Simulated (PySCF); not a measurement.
A structure optimised at r2SCAN-D4/def2-TZVP, used in a PySCF frequency run:

```xyz
5

Al     0.0033    -1.5924     0.0000
H     -1.3976    -2.3193     0.0000
H      1.3960    -2.3369     0.0000
Se    -0.0431     0.7221     0.0000
H      1.4230     0.8062     0.0000
```
Charge 0, spin multiplicity 1.

Task: Write its SMILES, formula and point group.

Result: [AlH2][SeH], AlH3Se, Cs

Task: What are its rotational constants (standard atomic weights)?

Result: 83.200, 4.2030, 4.0009 GHz
